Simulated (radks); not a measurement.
Q: The mean radii <r> (bohr) of the occupied orbitals of an atom or ion are listed with their occupations. Method: scalar-relativistic Kohn-Sham, exchange-only LDA, spin-polarised, spherical densities, point nucleus; computed with a radial shooting solver on a logarithmic mesh with Libxc functionals.

| orbital | occ. | <r> |
|---|---|---|
| 1s up | 1 | 0.05854 |
| 1s down | 1 | 0.05854 |
| 2s up | 1 | 0.2649 |
| 2s down | 1 | 0.2648 |
| 2p up | 3 | 0.2329 |
| 2p down | 3 | 0.2327 |
| 3s up | 1 | 0.6921 |
| 3s down | 1 | 0.6932 |
| 3p up | 1 | 0.6869 |

Name the element and its charge. Open shells, if any, are filled with parallel spins first.

A: Z = 26, iron, charge +13: Fe13+ in [Ne] 3s2 3p1. The 1s radius gives Z: for a bare nucleus <r> = (2 gamma + 1)/(2Z) with gamma = sqrt(1 - (Z/c)^2), 0.05699 bohr for Z = 26, and screening makes it slightly larger (0.05854 here). The occupations add up to 13, and the charge is Z minus that.
